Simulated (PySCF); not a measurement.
## Ru(3+) (ruthenium, charge +3) across methods

[Kr] 4d5, high-spin 6S determinant. All numbers are calculated (PySCF 2.14, a scalar-relativistic core potential, in aug-cc-pwCVTZ-PP with ECP28MDF (8s8p7d4f3g, 122 functions)).

```
 method  E (hartree)  mean ε 4p α (eV)  mean ε 4p β (eV)  mean ε 4d α (eV)  Σ⟨r²⟩ (bohr²)   ⟨S²⟩
 r2SCAN     -92.6051           -84.503           -78.837           -39.242          22.81  8.750
   PBE0     -92.5540           -86.710           -80.673           -40.835          22.89  8.750
wB97M-V     -92.4860           -88.996           -83.555           -43.135          22.89  8.750
    UHF    -92.06628           -98.474           -86.583           -46.186          22.74  8.750
   BP86     -92.6072           -82.516           -78.404           -38.791          22.96  8.750
  M06-L     -92.6224           -83.868           -78.542           -38.844          22.61  8.750
    PBE     -92.5468           -82.489           -78.192           -38.778          22.99  8.750
    LDA     -92.3087           -82.403           -78.202           -38.815          23.14  8.750
```

Energies and moments cover only the electrons outside the core potential.
